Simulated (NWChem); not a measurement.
All runs are NWChem calculations. System: Cl$_{3}$Ga, charge 0, spin multiplicity 1, at a geometry optimised with B3LYP/def2-SVP. The structure started from a generated list of species. Level: TPSS/def2-TZVP.

Input file:

```
start mol
memory heap 200 mb stack 900 mb global 1100 mb
geometry units angstroms nocenter noautoz
  Ga     0.000000     0.000000    -0.000005
  Cl     0.000000     0.000000     2.137398
  Cl     1.851053     0.000000    -1.068694
  Cl    -1.851053     0.000000    -1.068694
  symmetry group C2v
end
basis spherical
  * library def2-tzvp
end
dft
  xc xtpss03 ctpss03
  semidirect memsize 60000000 filesize 0
  iterations 100
  grid fine
end
task dft energy
```

Part of the output:

```
             Northwest Computational Chemistry Package (NWChem) 7.3.0
             --------------------------------------------------------

                                NWChem Input Module
                                -------------------

 Scaling coordinates for geometry "geometry" by  1.889725989
 (inverse scale =  0.529177249)

 Turning off AUTOSYM since
 SYMMETRY directive was detected!

                             Geometry "geometry" -> ""
                             -------------------------

 Output coordinates in angstroms (scale by  1.889725989 to convert to a.u.)

  No.       Tag          Charge          X              Y              Z
 ---- ---------------- ---------- -------------- -------------- --------------
    1 Ga                  31.0000     0.00000000     0.00000000    -0.00000500
    2 Cl                  17.0000     0.00000000     0.00000000     2.13739800
    3 Cl                  17.0000     1.85105300     0.00000000    -1.06869400
    4 Cl                  17.0000    -1.85105300     0.00000000    -1.06869400

 Effective nuclear repulsion energy (a.u.)     515.3522613672

            Nuclear Dipole moment (a.u.)
            ----------------------------
        X                 Y               Z
 ---------------- ---------------- ----------------
     0.0000000000     0.0000000000     0.0000283459

      Symmetry information
      --------------------

 Group name             C2v
 Group number             16
 Group order               4
 No. of unique centers     3

      Symmetry unique atoms

     1    2    3


 Summary of "ao basis" -> "" (spherical)
 ------------------------------------------------------------------------------
       Tag                 Description            Shells   Functions and Types
 ---------------- ------------------------------  ------  ---------------------
 *                         def2-tzvp                  on all atoms

                                 NWChem DFT Module
                                 -----------------

 Summary of "ao basis" -> "ao basis" (spherical)
 ------------------------------------------------------------------------------
[...]
              MO Center=  1.0D-13, -4.8D-16, -9.0D-04, r^2= 5.7D+00
   Bfn.  Coefficient  Atom+Function         Bfn.  Coefficient  Atom+Function
  ----- ------------  ---------------      ----- ------------  ---------------
    63      0.322356  2 Cl px               102     -0.279325  3 Cl pz
   139      0.279325  4 Cl pz                66      0.204589  2 Cl px
   105     -0.177279  3 Cl pz               142      0.177279  4 Cl pz
   100     -0.161314  3 Cl px               137     -0.161314  4 Cl px
    60      0.153390  2 Cl px                99     -0.132912  3 Cl pz

 Vector   42  Occ=0.000000D+00  E=-1.099176D-01  Symmetry=a1
              MO Center= -8.4D-16, -2.6D-16, -1.1D-05, r^2= 4.4D+00
   Bfn.  Coefficient  Atom+Function         Bfn.  Coefficient  Atom+Function
  ----- ------------  ---------------      ----- ------------  ---------------
     6      0.759200  1 Ga s                  5      0.685779  1 Ga s
    68      0.275075  2 Cl pz                65      0.246542  2 Cl pz
     4     -0.242671  1 Ga s                103      0.238226  3 Cl px
   140     -0.238226  4 Cl px               100      0.213517  3 Cl px
   137     -0.213517  4 Cl px                53     -0.201211  2 Cl s

 Vector   43  Occ=0.000000D+00  E=-8.239766D-02  Symmetry=b2
              MO Center= -1.3D-14,  5.1D-16, -4.2D-06, r^2= 3.8D+00
   Bfn.  Coefficient  Atom+Function         Bfn.  Coefficient  Atom+Function
  ----- ------------  ---------------      ----- ------------  ---------------
    20      0.611433  1 Ga py                17      0.583260  1 Ga py
    11     -0.205380  1 Ga py                67     -0.198259  2 Cl py
   104     -0.198262  3 Cl py               141     -0.198262  4 Cl py
    64     -0.149857  2 Cl py               101     -0.149860  3 Cl py
   138     -0.149860  4 Cl py                61     -0.086335  2 Cl py

 Vector   44  Occ=0.000000D+00  E= 3.538852D-02  Symmetry=a1
              MO Center= -4.1D-15,  2.1D-19, -2.1D-01, r^2= 5.7D+00
   Bfn.  Coefficient  Atom+Function         Bfn.  Coefficient  Atom+Function
  ----- ------------  ---------------      ----- ------------  ---------------
    21      1.107743  1 Ga pz                53     -0.512235  2 Cl s
    18      0.497078  1 Ga pz                68      0.335449  2 Cl pz
   103     -0.286234  3 Cl px               140      0.286234  4 Cl px
    90      0.256112  3 Cl s                127      0.256112  4 Cl s
    52     -0.177997  2 Cl s                 39     -0.176983  1 Ga d  0

 center of mass
 --------------
 x =   0.00000000 y =   0.00000000 z =   0.00000006

 moments of inertia (a.u.)
 ------------------
         855.735843946125           0.000000000000           0.000000000000
           0.000000000000        1711.485483681185           0.000000000000
           0.000000000000           0.000000000000         855.749639735060

     Multipole analysis of the density
     ---------------------------------

     L   x y z        total         alpha         beta         nuclear
     -   - - -        -----         -----         ----         -------
     0   0 0 0     -0.000000    -41.000000    -41.000000     82.000000

     1   1 0 0      0.000000      0.000000      0.000000      0.000000
     1   0 1 0     -0.000000     -0.000000     -0.000000      0.000000
     1   0 0 1     -0.000177     -0.000102     -0.000102      0.000028

     2   2 0 0    -41.897695   -228.958889   -228.958889    416.020083
     2   1 1 0      0.000000      0.000000      0.000000      0.000000
     2   1 0 1     -0.000000     -0.000000     -0.000000      0.000000
     2   0 2 0    -37.860065    -18.930033    -18.930033      0.000000
     2   0 1 1      0.000000      0.000000      0.000000      0.000000
     2   0 0 2    -41.898507   -228.955942   -228.955942    416.013376

 Task  times  cpu:       10.1s     wall:       10.1s

 Total times  cpu:       10.1s     wall:       10.1s
```
